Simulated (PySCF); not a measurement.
PySCF job for CH5Cl2NSi, SMILES N(C)[SiH](Cl)Cl, TDDFT-ωB97X/def2-SVPD. The structure is a stationary point at PBE0-D3(BJ)/def2-SVP. The values are those of a single conformer.

```python
import numpy as np
from pyscf import gto, scf, dft, tdscf

mol = gto.M(
    atom='''
    Si    0.05421590   -0.31010864   -0.31284737
    Cl    1.40983577    1.00691783   -1.12375186
    Cl    0.72915573   -0.80702295    1.58281555
    N    -1.46127728    0.46637909   -0.33070505
    C    -2.71079219   -0.18267587   -0.00240329
    H     0.01007744   -1.57511032   -1.07986572
    H    -1.46650567    1.47680473   -0.23845738
    H    -2.97665093   -0.11153136    1.06793398
    H    -3.54160703    0.23814552   -0.59110951
    H    -2.65349805   -1.25359900   -0.25336599
    ''',
    basis='def2-SVPD',
    charge=0,
    spin=0,
    max_memory=1600,
    verbose=4,
)
mf = dft.RKS(mol, xc='wb97x').density_fit(auxbasis='def2-universal-jkfit')
mf.grids.level = 3
mf.conv_tol = 1e-9
mf.max_cycle = 100
mf.kernel()
mf.grids = dft.Grids(mol).set(level=1).build(with_non0tab=True)  # coarser grid for the response kernel
td = tdscf.TDDFT(mf)
td.singlet = True
td.nstates = 10
td.conv_tol = 1e-4
td.positive_eig_threshold = 1e-6
td.kernel(x0=td.get_init_guess(mf, 15))
td.analyze()
tt = tdscf.TDA(mf)
tt.singlet = False
tt.nstates = 4
tt.conv_tol = 1e-4
tt.positive_eig_threshold = 1e-6
tt.kernel(x0=tt.get_init_guess(mf, 9))
tt.analyze(verbose=3)
```

Log of the run:

```
PySCF version 2.14.0

[INPUT] verbose = 4
[INPUT] num. atoms = 10
[INPUT] num. electrons = 66
[INPUT] charge = 0
[INPUT] spin (= nelec alpha-beta = 2S) = 0
[INPUT] symmetry False subgroup None
[INPUT] Mole.unit = angstrom
[INPUT] Symbol           X                Y                Z      unit          X                Y                Z       unit  Magmom
[INPUT]  1 Si     0.054215900000  -0.310108640000  -0.312847370000 AA    0.102453202597  -0.586020398461  -0.591195848090 Bohr   0.0
[INPUT]  2 Cl     1.409835770000   1.006917830000  -1.123751860000 AA    2.664203485915   1.902798928641  -2.123583247371 Bohr   0.0
[INPUT]  3 Cl     0.729155730000  -0.807022950000   1.582815550000 AA    1.377904631857  -1.525052351739   2.991087895203 Bohr   0.0
[INPUT]  4 N     -1.461277280000   0.466379090000  -0.330705050000 AA   -2.761413851249   0.881328750324  -0.624941972511 Bohr   0.0
[INPUT]  5 C     -2.710792190000  -0.182675870000  -0.002403290000 AA   -5.122654819710  -0.345207363867  -0.004541559898 Bohr   0.0
[INPUT]  6 H      0.010077440000  -1.575110320000  -1.079865720000 AA    0.019043601637  -2.976527120776  -2.040650462106 Bohr   0.0
[INPUT]  7 H     -1.466505670000   1.476804730000  -0.238457380000 AA   -2.771294076422   2.790756479162  -0.450619140581 Bohr   0.0
[INPUT]  8 H     -2.976650930000  -0.111531360000   1.067933980000 AA   -5.625055026132  -0.210763724700   2.018102741317 Bohr   0.0
[INPUT]  9 H     -3.541607030000   0.238145520000  -0.591109510000 AA   -6.692667327534   0.450029810592  -1.117035083526 Bohr   0.0
[INPUT] 10 H     -2.653498050000  -1.253599000000  -0.253365990000 AA   -5.014384586567  -2.368958780029  -0.478792330379 Bohr   0.0

nuclear repulsion = 358.769068768916
number of shells = 68
number of NR pGTOs = 242
number of NR cGTOs = 158
basis = def2-SVPD
ecp = {}


[settings echo left out]
init E= -1305.80464829295
  HOMO = -0.287660034396889  LUMO = 0.0181379919643216  gap/eV = 8.32119
cycle= 1 E= -1305.37362168352  delta_E= 0.431  |g|= 0.427  |ddm|=  3.9
  HOMO = -0.358450416948138  LUMO = 0.0522662934595837  gap/eV = 11.17617
cycle= 2 E= -1305.40466507728  delta_E= -0.031  |g|= 0.313  |ddm|=  1.3
  HOMO = -0.373799607205358  LUMO = 0.0750152025030202  gap/eV = 12.21287
cycle= 3 E= -1305.42885758968  delta_E= -0.0242  |g|= 0.033  |ddm|= 0.495
  HOMO = -0.363579987491665  LUMO = 0.0777453743636416  gap/eV = 12.00907
cycle= 4 E= -1305.42914417779  delta_E= -0.000287  |g|= 0.0192  |ddm|= 0.0904
  HOMO = -0.367525623634089  LUMO = 0.0774492937994808  gap/eV = 12.10838
cycle= 5 E= -1305.42923572175  delta_E= -9.15e-05  |g|= 0.00334  |ddm|= 0.0288
  HOMO = -0.366933296722573  LUMO = 0.077684587805134  gap/eV = 12.09867
cycle= 6 E= -1305.42924045516  delta_E= -4.73e-06  |g|= 0.000864  |ddm|= 0.0124
  HOMO = -0.367021482775034  LUMO = 0.077617232946841  gap/eV = 12.09924
cycle= 7 E= -1305.42924081721  delta_E= -3.62e-07  |g|= 0.000247  |ddm|= 0.00392
  HOMO = -0.36702582717159  LUMO = 0.0776244038702787  gap/eV = 12.09955
cycle= 8 E= -1305.42924085295  delta_E= -3.57e-08  |g|= 8.12e-05  |ddm|= 0.00134
  HOMO = -0.367021622232147  LUMO = 0.0776293728429231  gap/eV = 12.09957
cycle= 9 E= -1305.42924085645  delta_E= -3.5e-09  |g|= 2.02e-05  |ddm|= 0.000451
  HOMO = -0.367023479858565  LUMO = 0.0776274234984236  gap/eV = 12.09957
cycle= 10 E= -1305.42924085666  delta_E= -2.09e-10  |g|= 4.6e-06  |ddm|= 9.8e-05
  HOMO = -0.367022831146001  LUMO = 0.0776278097020824  gap/eV = 12.09956
Extra cycle  E= -1305.42924085667  delta_E= -1.3e-11  |g|= 2.12e-06  |ddm|= 1.55e-05
converged SCF energy = -1305.42924085667
tot grids = 41704
Overwritten attributes  positive_eig_threshold  of <class 'pyscf.tdscf.rks.TDDFT'>


******** <class 'pyscf.tdscf.rks.TDDFT'> for <class 'pyscf.df.df_jk.DFRKS'> ********
nstates = 10 singlet
deg_eia_thresh = 1.000e-03
wfnsym = None
conv_tol = 0.0001
eigh lindep = 1e-12
eigh level_shift = 0
eigh max_cycle = 100


Excitation energies (eV)
[6.86181455 7.46317995 7.86906455 8.34389553 8.45910164 8.48392544
 8.51201621 8.67608514 8.76066267 8.87867758]

** Singlet excitation energies and oscillator strengths **
Excited State   1:      6.86181 eV    180.69 nm  f=0.0028
      33 -> 34        0.63469
      33 -> 35        0.11820
      33 -> 36       -0.10155
      33 -> 37       -0.17106
      33 -> 38       -0.10648
Excited State   2:      7.46318 eV    166.13 nm  f=0.0093
      33 -> 34        0.12250
      33 -> 35       -0.54085
      33 -> 36       -0.14428
      33 -> 37        0.24509
      33 -> 40       -0.24343
      33 -> 43        0.12929
Excited State   3:      7.86906 eV    157.56 nm  f=0.0566
      33 -> 34       -0.15917
      33 -> 35        0.12972
      33 -> 36       -0.61890
      33 -> 41        0.15095
Excited State   4:      8.34390 eV    148.59 nm  f=0.0274
      31 -> 34       -0.21018
      31 -> 35        0.12663
      33 -> 34        0.12841
      33 -> 37        0.33433
      33 -> 39       -0.42289
      33 -> 41       -0.18726
      33 -> 42       -0.14925
      33 -> 46       -0.12411
Excited State   5:      8.45910 eV    146.57 nm  f=0.0330
      30 -> 34        0.14285
      30 -> 35       -0.12360
      31 -> 34        0.21907
      31 -> 35       -0.12987
      32 -> 34        0.10723
      33 -> 34        0.11863
      33 -> 35        0.20569
      33 -> 37        0.32325
      33 -> 38        0.37709
      33 -> 39        0.13959
      33 -> 42       -0.10444
Excited State   6:      8.48393 eV    146.14 nm  f=0.0331
      31 -> 34       -0.33545
      31 -> 35        0.16331
      31 -> 38        0.10277
      32 -> 34       -0.31537
      32 -> 35        0.15682
      32 -> 38        0.11398
      33 -> 38        0.18805
      33 -> 39        0.26704
      33 -> 41        0.12132
Excited State   7:      8.51202 eV    145.66 nm  f=0.0588
      29 -> 34        0.10995
      30 -> 34        0.13898
      30 -> 35       -0.12185
      31 -> 34        0.20081
      31 -> 35       -0.11049
      31 -> 36       -0.11918
      32 -> 34       -0.29687
      32 -> 35        0.30341
      32 -> 36       -0.25732
      32 -> 39       -0.10131
      33 -> 38       -0.14853
      33 -> 39       -0.13772
Excited State   8:      8.67609 eV    142.90 nm  f=0.0794
      30 -> 34       -0.19368
      30 -> 35        0.15592
      31 -> 34        0.10670
      31 -> 35       -0.12802
      31 -> 36        0.17313
      32 -> 36        0.11592
      33 -> 37        0.23827
      33 -> 38       -0.35215
      33 -> 39        0.12074
      33 -> 40        0.17053
      33 -> 41        0.14535
      33 -> 42       -0.17756
Excited State   9:      8.76066 eV    141.52 nm  f=0.0078
      29 -> 34       -0.14965
      30 -> 34        0.31288
      30 -> 35       -0.29983
      31 -> 34       -0.12777
      31 -> 35        0.12121
      33 -> 36        0.12659
      33 -> 37        0.11724
      33 -> 38       -0.28221
      33 -> 39        0.14691
      33 -> 41        0.12602
Excited State  10:      8.87868 eV    139.64 nm  f=0.0489
      29 -> 34       -0.11244
      29 -> 35        0.13014
      30 -> 34       -0.22542
      31 -> 35        0.13152
      31 -> 36       -0.11230
      32 -> 34        0.28918
      32 -> 35        0.13339
      32 -> 36       -0.37718
      32 -> 38       -0.17001

** Transition electric dipole moments (AU) **
state          X           Y           Z        Dip. S.      Osc.
  1        -0.0756      0.0459     -0.0931      0.0165      0.0028
  2         0.1405      0.0203      0.1760      0.0511      0.0093
  3        -0.5288      0.0420     -0.1106      0.2936      0.0566
  4        -0.2356      0.2537      0.1189      0.1340      0.0274
  5        -0.3382     -0.0704      0.1992      0.1590      0.0330
  6         0.0270      0.3368      0.2121      0.1592      0.0331
  7        -0.1868      0.2935     -0.4010      0.2819      0.0588
  8        -0.5077      0.0882     -0.3284      0.3734      0.0794
  9         0.0631     -0.1000      0.1493      0.0363      0.0078
 10        -0.0033      0.3216      0.3482      0.2247      0.0489

** Transition velocity dipole moments (imaginary part, AU) **
state          X           Y           Z        Dip. S.      Osc.
  1        -0.0198      0.0120     -0.0223      0.0010      0.0027
  2         0.0387      0.0055      0.0521      0.0042      0.0103
  3        -0.1542      0.0112     -0.0375      0.0253      0.0583
  4        -0.0733      0.0813      0.0415      0.0137      0.0298
  5        -0.1035     -0.0212      0.0629      0.0151      0.0324
  6         0.0111      0.1046      0.0649      0.0153      0.0327
  7        -0.0591      0.0946     -0.1268      0.0285      0.0608
  8        -0.1611      0.0277     -0.1095      0.0387      0.0809
  9         0.0219     -0.0315      0.0464      0.0036      0.0075
 10        -0.0022      0.1040      0.1123      0.0234      0.0479

** Transition magnetic dipole moments (imaginary part, AU) **
state          X           Y           Z
  1         0.1769     -0.1258     -0.0088
  2        -0.5604     -0.0119      0.2159
  3        -0.4448     -0.3644      0.0201
  4        -0.1006      0.1878     -0.3274
  5         0.2462     -1.0776      0.3852
  6        -0.4192      0.1444     -0.5519
  7         0.3662     -0.1411     -0.1231
  8        -0.5732      0.0875     -0.0607
  9         0.1157      0.8014      0.2785
 10         0.4944     -0.1833     -0.1262
Overwritten attributes  positive_eig_threshold  of <class 'pyscf.tdscf.rks.TDA'>


******** <class 'pyscf.tdscf.rks.TDA'> for <class 'pyscf.df.df_jk.DFRKS'> ********
nstates = 4 triplet
deg_eia_thresh = 1.000e-03
wfnsym = None
conv_tol = 0.0001
eigh lindep = 1e-12
eigh level_shift = 0
eigh max_cycle = 100


Excitation energies (eV)
[6.68470395 7.19572018 7.38427787 7.91400161]

** Triplet excitation energies and oscillator strengths **
Excited State   1:      6.68470 eV    185.47 nm  f=0.0000
Excited State   2:      7.19572 eV    172.30 nm  f=0.0000
Excited State   3:      7.38428 eV    167.90 nm  f=0.0000
Excited State   4:      7.91400 eV    156.66 nm  f=0.0000
```

The calculation finished and met its thresholds.

Cost: roughly 12 core-minutes.
